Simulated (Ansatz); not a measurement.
`[Cl][Sn]([I])([I])[I]` at its PBE0-D4/def2-TZVP geometry, where that method's forces vanish. Charge 0, multiplicity 1. Sn, I takes the def2 core potential.

```xyz
5

Cl   -0.3785   -2.0128    1.1371
Sn   -0.0048   -0.0257    0.0145
I     2.6078    0.2051   -0.3982
I    -1.3223   -0.1237   -2.2885
I    -0.9021    1.9572    1.5351
```

(1) What forces (eV/Å) does PBE-D4/def2-TZVPP give on these atoms in Ansatz 0.2.0? (An estimate is asked.)

## Answers

(1) Ansatz gave: 
```
Cl1 -0.065 -0.347  0.196
Sn2  0.017  0.092 -0.052
I3   0.316  0.028 -0.050
I4  -0.160 -0.012 -0.279
I5  -0.109  0.240  0.184
```
